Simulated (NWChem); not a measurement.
Molecule: C$_{2}$H$_{4}$BFO$_{2}$; SMILES CC1OB(F)O1

```xyz
10

C     -0.5212    -2.0261     0.0000
C      0.4466    -0.8849     0.0000
O      0.2203     0.0673     1.0484
B      0.0215     0.9313     0.0000
F     -0.2685     2.2065     0.0000
O      0.2203     0.0673    -1.0484
H     -0.3670    -2.6475     0.8938
H     -0.3670    -2.6475    -0.8938
H     -1.5524    -1.6456     0.0000
H      1.5001    -1.2123     0.0000
```
Atoms are numbered in this order, from 1.

Program: NWChem. Pople sets run with spherical d functions. Structure relaxed at the PBE0/def2-SVP level. Isotropic polarisability at PBE0/6-31+G*. A Cauchy series cut after its second term is a line in ω².

```
row      ω² (10⁻³ Ha²)  α (bohr³)
-------  -------------  ---------
static            0.00      39.61
1065 nm           1.83      39.84
589 nm            5.98   withheld
400 nm           12.97      41.33
```

Problem. Fit a straight line of the last column on the one before it, predict the withheld value, and compare with the run.

Solution. 
1. Means of the 3 shown rows: x = 4.933, y = 40.260. Slope Σ(x − x̄)(y − ȳ)/Σ(x − x̄)² = 13.11/98.56 = 0.1330; intercept 39.604.
2. The shown rows scatter about the line by 0.006 (root mean square); the largest residual is -0.01, at 1065 nm.
3. At x = 5.98 (589 nm; inside the shown range) the line gives 40.40.
4. The run gives 40.37, -0.03 from the line. The intercept estimates α(0), and the slope, 133 bohr³/Ha², the next Cauchy moment.
